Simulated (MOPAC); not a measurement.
Input for MOPAC: PM7 on BeClF (SMILES [F][Be][Cl]), a point of a bond scan (R = 4.887 Å).

```
PM7 1SCF PRECISE CHARGE=0 THREADS=1
BeClF

Be    -0.00000000 1    -0.00000000 1    -0.61301342 1
F     -0.00000000 1    -0.00000000 1    -1.98830246 1
Cl     0.00000000 1     0.00000000 1     4.27366957 1
```

Output:

```
*******************************************************************************
 **                                                                           **
 **                              MOPAC v23.2.5                                **
 **                                                                           **
 *******************************************************************************
 ** MOPAC's Digital Object Identifier: https://doi.org/10.5281/zenodo.6511958 **
 **                                                                           **
 ** Please cite the open-source release paper for use of this MOPAC version:  **
 ** J. E. Moussa and J. J. P. Stewart (2026)                                  **
 ** MOPAC: An open-source semiempirical molecular orbital program             **
 ** J. Open Source Softw., 11(119), 8025, https://doi.org/10.21105/joss.08025 **
 *******************************************************************************

                              PM7 CALCULATION RESULTS

 *******************************************************************************
 *  PM7        - The PM7 Hamiltonian to be used
 *
 *
 *
 *                 CHARGE ON SYSTEM = 0
 *
 *
 *
 *  PRECISE    - TIGHTER CRITERIA TO BE USED
 *  1SCF       - DO 1 SCF AND THEN STOP
 *  THREADS=1  - MULTI-THREADING NOT USED
 *  T=         - A TIME OF 172800.0 SECONDS REQUESTED
 *  DUMP=N     - RESTART FILE WRITTEN EVERY 7200.0 SECONDS REQUESTED
 *******************************************************************************
PM7 1SCF PRECISE CHARGE=0 THREADS=1
 BeClF

   ATOM   CHEMICAL          X               Y               Z
  NUMBER   SYMBOL      (ANGSTROMS)     (ANGSTROMS)     (ANGSTROMS)

     1      Be         -0.00000000  *  -0.00000000  *  -0.61301342  *
     2       F         -0.00000000  *  -0.00000000  *  -1.98830246  *
     3      Cl          0.00000000  *   0.00000000  *   4.27366957  *



          CARTESIAN COORDINATES

    NO.       ATOM           X           Y           Z

     1        Be         -0.0000     -0.0000     -0.6130
     2         F         -0.0000     -0.0000     -1.9883
     3        Cl          0.0000      0.0000      4.2737

 General Reference for PM7:
 "Optimization of Parameters for Semiempirical Methods VI: More Modifications to the
 NDDO Approximations and Re-optimization of Parameters", J. J. P. Stewart, J. Mol. Mod., 1:32, 19 (2013)
 https://link.springer.com/article/10.1007/s00894-012-1667-x

           Empirical Formula: Be F Cl  =     3 atoms



      MOLECULAR POINT GROUP   :   C*v


      RHF CALCULATION, NO. OF DOUBLY OCCUPIED LEVELS = 8


 -------------------------------------------------------------------------------
 PM7 1SCF PRECISE CHARGE=0 THREADS=1
 BeClF



     1SCF WAS SPECIFIED, SO BFGS WAS NOT USED
     SCF FIELD WAS ACHIEVED


                              PM7 CALCULATION
                                                       MOPAC v23.2.5 Linux




          FINAL HEAT OF FORMATION =         13.80901 KCAL/MOL =      57.77689 KJ/MOL


          COSMO AREA              =        117.98 SQUARE ANGSTROMS
          COSMO VOLUME            =         91.96 CUBIC ANGSTROMS

          IONIZATION POTENTIAL    =          7.882635 EV
          HOMO LUMO ENERGIES (EV) =         -7.883 -4.762
          NO. OF FILLED LEVELS    =          8
          MOLECULAR WEIGHT        =         63.4636         POINT GROUP:  C*v

          MOLECULAR DIMENSIONS (Angstroms)

            Atom       Atom       Distance
           Cl     3    F     2     6.26197
           Cl     3    F     2     0.00000
           Be     1    F     2     0.00000


          SCF CALCULATIONS        =          1





   ATOM   CHEMICAL          X               Y               Z
  NUMBER   SYMBOL      (ANGSTROMS)     (ANGSTROMS)     (ANGSTROMS)

     1      Be         -0.00000000  *  -0.00000000  *  -0.61301342  *
     2       F         -0.00000000  *  -0.00000000  *  -1.98830246  *
     3      Cl          0.00000000  *   0.00000000  *   4.27366957  *

                             CARTESIAN COORDINATES

   1   Be       -0.000000000    -0.000000000    -0.613013420
   2    F       -0.000000000    -0.000000000    -1.988302460
   3   Cl        0.000000000     0.000000000     4.273669570


           Empirical Formula: Be F Cl  =     3 atoms



      MOLECULAR POINT GROUP   :   C*v


                  EIGENVALUES
 -42.10693 -22.35309 -18.73111 -17.91125 -17.91125  -8.48757  -8.48757  -7.88264
  -4.76200  -0.93073  -0.93073   1.35180  77.54484  77.63001  77.63001  77.88657
  77.88657


              NET ATOMIC CHARGES AND DIPOLE CONTRIBUTIONS

  ATOM NO.   TYPE          CHARGE      No. of ELECS.   s-Pop       p-Pop       d-Pop
    1         Be           1.055015        0.9450     0.41626     0.52872
    2          F          -0.360161        7.3602     1.95592     5.40424
    3         Cl          -0.694854        7.6949     2.00000     5.69484     0.00002
 DIPOLE           X         Y         Z       TOTAL
 POINT-CHG.     0.000     0.000   -13.930    13.930
 HYBRID        -0.000    -0.000     0.727     0.727
 SUM           -0.000    -0.000   -13.203    13.203


          ATOMIC ORBITAL ELECTRON POPULATIONS

     Atom    s        px        py        pz      x^2-y^2     xz        z^2       yz        xy
    1 Be   0.41626   0.06387   0.06387   0.40097
    2  F   1.95592   1.93613   1.93613   1.53199
    3 Cl   2.00000   2.00000   2.00000   1.69484   0.00000   0.00000   0.00001   0.00000   0.00000

 **********************
 *                    *
 * JOB ENDED NORMALLY *
 *                    *
 **********************




 == MOPAC DONE ==
```

The run finished.

Cost: about 0.04 core-seconds (a rough figure).
